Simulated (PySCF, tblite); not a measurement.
Isomers of C4H8OSi. Computed values, GFN2-xTB/tblite, gas phase, harmonic and unscaled. Against measured fundamentals such values can be off by several per cent, at times by over 20. Modes of hydrogen on silicon can be 10 to 20 % off. One conformer each.

Electronic energies: PBE0/pcSseg-1 single points on the GFN2-xTB geometries (PySCF, gas phase).

```json
{"SMILES": "C=C([SiH3])CC=O", "electronic energy, lowest = 0 (kJ/mol)": "84.9"}
{"SMILES": "CC(=O)[SiH]1CC1", "electronic energy, lowest = 0 (kJ/mol)": "81.3"}
{"SMILES": "C[Si@H]1C=COC1", "electronic energy, lowest = 0 (kJ/mol)": "0.0"}
{"SMILES": "C=COC(=C)[SiH3]", "electronic energy, lowest = 0 (kJ/mol)": "153.0"}
```

Task: How do GFN2-xTB zero-point energies change the relative energies?

Result: 
| SMILES | ZPE (kJ/mol) | of it from modes above 1550 cm⁻¹ | electronic (kJ/mol) | with ZPE, lowest = 0 (kJ/mol) | lowest mode (cm⁻¹) | rings |
| --- | --- | --- | --- | --- | --- | --- |
| C[Si@H]1C=COC1 | 283.3 | 149.7 | 0.0 | 0.0 | 98 | 1 |
| CC(=O)[SiH]1CC1 | 280.7 | 152.3 | 81.3 | 78.6 | 53 | 1 |
| C=C([SiH3])CC=O | 266.5 | 149.5 | 84.9 | 68.1 | 65 | 0 |
| C=COC(=C)[SiH3] | 264.3 | 153.8 | 153.0 | 134.0 | 70 | 0 |

The zero-point energies span 19.0 kJ/mol, from `C=COC(=C)[SiH3]` to `C[Si@H]1C=COC1`. The lowest isomer stays, but the order above it changes.

Task: And how do the electronic energies of GFN2-xTB itself compare?

Result: `C[Si@H]1C=COC1` 0.0; `CC(=O)[SiH]1CC1` 116.6; `C=C([SiH3])CC=O` 38.9; `C=COC(=C)[SiH3]` 59.8 kJ/mol, lowest = 0. Against the energies above, taken from the same isomer `C[Si@H]1C=COC1`, the largest difference is 93.2 kJ/mol.

Task: What do entropy and thermal enthalpy add at 298.15 K and 1 bar (rigid rotor, harmonic oscillator, one conformer each)?

Result: 
```tsv
SMILES	point group	symmetry number	S (J/(mol K))	H − H(0) (kJ/mol)	ZPE + H − H(0) − TS (kJ/mol)
C[Si@H]1C=COC1	C1	1	349.3	21.72	200.9
C=C([SiH3])CC=O	C1	1	358.8	23.13	182.7
C=COC(=C)[SiH3]	C1	1	373.9	24.57	177.4
```

Not tabulated: `CC(=O)[SiH]1CC1` (point group not settled).
